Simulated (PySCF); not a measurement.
Computed shifts of a molecule C3H9AlO, KT2/pcSseg-1 run with PySCF, GIAO, gas phase, equivalent atoms averaged, in ppm (number of nuclei): ¹H: 5.31 (1), 3.63 (1), 1.71 (2), 1.35 (3), 0.59 (2). ¹³C: 24.7 (1), 24.6 (1), 16.0 (1). References: ¹H against TMS (σ = 31.47 ppm); ¹⁷O against H2O (σ = 330.4 ppm); ¹³C against TMS (σ = 185.1 ppm), references at their B3LYP-D3(BJ)/def2-TZVP geometries, non-relativistic. Geometry optimised at B3LYP-D3(BJ)/def2-SVP. One conformer was computed; it need not be the lowest.

Task: Which structure fits?
A) CC[CH2][AlH][OH]
B) C[CH2][AlH][O]C
C) C[O][Al]([CH3])[CH3]
D) C[CH2][Al]([CH3])[OH]

Result: A, CC[CH2][AlH][OH]
